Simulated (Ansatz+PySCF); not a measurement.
# singlet SiF4: levels of theory in one basis

```tsv
atom	x (Å)	y (Å)	z (Å)
Si	-0.0018	-0.0096	0.0021
F	0.9229	0.9127	0.9095
F	0.9147	-0.9199	-0.9249
F	-0.9091	0.9229	-0.9178
F	-0.9141	-0.9071	0.9112
```

Basis set: def2-SVP (spherical functions). Frozen core: 9 orbitals. Charge 0, multiplicity 1.

Computed with Ansatz (development build ahead of 0.2.0); each method stands on the lowest determinant of its kind that the runs found.

| method | E − E(RHF) (eV) | <S²> of the determinant |
| --- | --- | --- |
| RHF | 0.00 | 0.00 |
| RHF-MP2 | -22.55 | – |
| RHF-CCSD | -22.73 | – |

Task: What does RHF-CCSD(T) give on the same scale?

Result: -23.05 eV.

Task: Is a single determinant a sound starting point here?

Result: By this sign, yes. Unrestricted orbitals gain 0.00 eV and <S²> is 0.00 against 0.00 for a pure state.
